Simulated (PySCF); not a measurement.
Calculated NMR parameters of [SiH3][SiH]([SiH3])CCl

```
Formula                               : CH9ClSi3
SMILES                                : [SiH3][SiH]([SiH3])CCl
Point group of the computed structure : C1
Degrees of unsaturation               : 0
Carbon signals                        : 1
Proton signals                        : 3
```

Numbering as in the mapped SMILES `[SiH3:1][SiH:2]([SiH3:3])[CH2:4][Cl:5]` (H(Xn): hydrogen on atom n).

- GIAO PBE0/pcSseg-1 shieldings
- geometry: GFN2-xTB
- program: PySCF 2.14
- relativity neglected, no solvent, fast rotation and ring inversion assumed for equivalent nuclei, one computed conformer

References, each an isolated molecule treated in the same way: TMS for $^{1}$H, $^{13}$C, $^{29}$Si.

```tsv
carbon	δC, type	δH (multiplicity)	HMBC from (2–3 bonds)	span of the C tensor (ppm)
C4	33.0, CH2	3.08 (d)	H(Si2), H(Si1)/H(Si3)	64
```

Other nuclei:
```
        atoms    nucleus                              environment  δ (ppm)  σ (ppm)
       H(Si2)    $^{1}$H  hydrogen on a silicon bonded to C, 2 Si     4.22    27.50
H(Si1)/H(Si3)    $^{1}$H       hydrogen on a silicon bonded to Si     3.50    28.22
          Si2  $^{29}$Si             silicon bonded to C, 2 Si, H    -70.4    419.6
      Si1/Si3  $^{29}$Si                silicon bonded to Si, 3 H   -116.1    465.3
```

1. δC 33.0: sp3 CH2 bonded to Cl and Si; the inductive effect lowers its shielding.
2. δH 4.22: hydrogen on a silicon bonded to C, 2 Si.
3. δH 3.50: hydrogen on a silicon bonded to Si.
4. δH 3.08: hydrogen on an sp3 CH2 bonded to Cl and Si; its carbon carries Cl, hence the downfield position.

Carbons that carry Cl, above all several Cl atoms, come out too deshielded, partly because spin–orbit coupling is missing. Shifts are as computed. Against solution values, carbons near 30 ppm lie about +3 ppm off and those near 130 ppm about +5 ppm; carbons on Cl a further +6 ppm. Of 1211 compounds with measured shifts, 218 miss one by over three times the rms of a fit or turn the order of signals round; such compounds aren't used in these exercises. Multiplicities follow the n + 1 count of equivalent neighbours, as no J values were calculated; m marks all less simple cases, F and P coupling included.
